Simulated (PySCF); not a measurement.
**Simulated absorption spectrum**

Species: CH9ClOSSi3.
SMILES: `CS[SiH2]O[SiH2][SiH2]Cl`

Computed with TDDFT B3LYP/def2-SVPD, vertical, gas phase, core orbitals frozen in the response in PySCF. Geometry: GFN2-xTB, one conformer, isolated molecule. Torsions of this conformer, `[CH3:1][S:2][SiH2:3][O:4][SiH2:5][SiH2:6][Cl:7]`: C1–S2–Si3–O4 179°, S2–Si3–O4–Si5 10°, Si3–O4–Si5–Si6 -20°, O4–Si5–Si6–Cl7 -179°.

Broadening: Gaussians 0.5 eV wide at half height, area fixed by f = 4.319×10⁻⁹ ∫ε dν̃. The width is an assumption, not a result. The curve ends short of the highest state used, and states not computed would add to its high-energy end.

| λ (nm) | ε (L mol⁻¹ cm⁻¹) |
| --- | --- |
| 217.5 | 1378 |
| 222.2 | 1467 |
| 226.9 | 1226 |
| 231.6 | 797 |
| 236.3 | 412 |
| 241.0 | 174 |
| 245.7 | 62 |
| 250.4 | 22 |
| 255.1 | 13 |
| 259.8 | 14 |
| 264.5 | 19 |
| 269.2 | 22 |
| 273.9 | 22 |
| 278.6 | 19 |
| 283.3 | 15 |
| 288.0 | 11 |
| 292.7 | 7 |
| 297.4 | 4 |
| 302.1 | 2 |
| 306.8 | 1 |
| 311.5 | 1 |
| 316.2 | 0 |
| 320.9 | 0 |
| 325.6 | 0 |

(1) Where are the band maxima, and which computed states make them?

(2) Does any computed singlet lie in the visible range?

(3) On this curve, what absorbance would a 10⁻⁵ mol/L sample give at 280 nm over a 1 cm path?

(4) Coming from long wavelengths, where does ε first pass 100 L mol⁻¹ cm⁻¹?

Answers

(1) 272 nm (4.56 eV), ε about 22, made up of S1 (100%); 221 nm (5.61 eV), ε about 1500, made up of S2 (64%) and S3 (31%) (ε in L mol⁻¹ cm⁻¹; maxima over ε = 5, shares over 10%). The states used: S1 4.56 eV (f 0.0004); S2 5.56 eV (f 0.018); S3 5.63 eV (f 0.0086); S4 5.93 eV (f 0.0011); S5 6.02 eV (f 0.0045); S6 6.22 eV (f 0.0097); S7 6.28 eV (f 0.011); S8 6.30 eV (f 0.0063).

(2) No computed singlet lies in the visible range (380 to 750 nm); the lowest, at 272 nm, stands 1.30 eV above its violet end (3.26 eV).

(3) 280 nm is 4.428 eV, where ε is about 18 L mol⁻¹ cm⁻¹, so A = ε c l ≈ 0.00018 (Beer–Lambert, with the gas-phase spectrum and the assumed width).

(4) At about 244 nm (5.09 eV), 0.53 eV above S1.
